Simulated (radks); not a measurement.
Values are calculated unless marked as measured or tabulated.
Spin polarisation of the 3d8 shell in the nickel ion Ni2+. Start: [Ar] 3d(up 4, down 4); electrons of 3d are moved from spin down to spin up, other shells keep equal spins. Level of theory: scalar-relativistic Kohn-Sham, SCAN, spin-polarised, spherical densities, finite nucleus; meta-GGA in the generalised Kohn-Sham scheme; Fermi nuclear charge, rms radius of each element as measured or else 0.836 A^(1/3) + 0.57 fm (a radial shooting solver on a logarithmic mesh with Libxc functionals).

| moment (Bohr magnetons) | E - E(0) (eV) | e(3d up) (eV) | e(3d down) (eV) | 3p down minus up (eV) | 3s down minus up (eV) | 2p down minus up (eV) |
|---|---|---|---|---|---|---|
| 0 | 0.000 | -28.407 | -28.407 | 0.000 | 0.000 | 0.000 |
| 0.5 | -0.083 | -28.740 | -28.056 | 0.735 | 0.741 | 0.291 |
| 1 | -0.327 | -29.056 | -27.686 | 1.470 | 1.482 | 0.589 |
| 1.5 | -0.756 | -29.353 | -27.298 | 2.205 | 2.224 | 0.881 |
| 2 | -1.353 | -29.631 | -26.891 | 2.941 | 2.966 | 1.172 |

At moment 2 the spin-polarisation energy is -1.353 eV and the 3d exchange splitting 2.740 eV, that is 1.370 eV per Bohr magneton; E = -I m^2/4 would give I = 1.353 eV.
